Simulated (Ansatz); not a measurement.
Species: C3H5, SMILES `[CH]1CC1` (charge 0, multiplicity 2), formula C$_{3}$H$_{5}$.

Problem. How many basis functions does frozen-core CCSD(T)/def2-TZVPP // TPSSh-D3(BJ)/def2-TZVP in Ansatz (an electronic-structure program) use, how many core orbitals are frozen, and how many electrons are correlated?

Solution. 163 basis functions and 3 frozen orbitals, which leaves 17 correlated electrons. Core time is of the order of minutes.
